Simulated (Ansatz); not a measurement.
Reaction (substitution at a C–O bond): `CCOB(F)F` + `C[Si](O)(F)Cl` → `CCO[Si](C)(F)Cl` + `OB(F)F`

Isolated molecules relaxed with PBE0-D4/def2-TZVP in Ansatz; ΔE leaves out vibrations. CBS: MP2 limit from def2 TZ/QZ plus the TZ coupled-cluster correction, frozen cores. This one scheme is used for every species. Functionals use def2-TZVPP. B3LYP here is the variant with VWN-RPA as its local correlation; programs differ in this. Each species was taken in one conformer, which may not be the lowest.

| level | ΔE (kJ/mol) | difference from CCSD(T)/CBS |
| --- | --- | --- |
| PBE-D4 | 0.2 | 0.0 |
| r2SCAN-D4 | 1.4 | 1.2 |
| PBE0-D4 | -0.2 | -0.4 |
| B3LYP-D4 | -1.1 | -1.3 |
| ωB97X-V | 0.7 | 0.5 |
| ωB97M-V | 0.6 | 0.4 |
| B2PLYP | 2.0 | 1.8 |
| PBE | 3.4 | 3.2 |
| r2SCAN | 2.7 | 2.5 |
| PBE0 | 2.9 | 2.7 |
| B3LYP | 3.9 | 3.7 |
| HF/def2-TZVPP | 2.4 | 2.2 |
| MP2/def2-TZVPP | -1.2 | -1.4 |
| SCS-MP2/def2-TZVPP | -0.4 | -0.6 |
| CCSD/def2-TZVPP | 0.3 | 0.1 |
| CCSD(T)/def2-TZVPP | -0.2 | -0.4 |
| HF/def2-QZVPP | 2.3 | 2.1 |
| MP2/def2-QZVPP | -0.9 | -1.1 |
| SCS-MP2/def2-QZVPP | -0.1 | -0.3 |
| HF/CBS(def2) | 2.3 | 2.1 |
| MP2/CBS(def2) | -0.7 | -0.9 |
| CCSD/CBS(def2) | 0.8 | 0.6 |
| CCSD(T)/CBS | 0.2 | 0 |

Largest T1 diagnostic among the species: 0.012.

The D4 term adds −4.9 kJ/mol with B3LYP and −3.1 kJ/mol with PBE0; it sums over pairs of atoms, weighted by their polarisabilities, and B3LYP, whose exchange is more repulsive, gets the larger term.
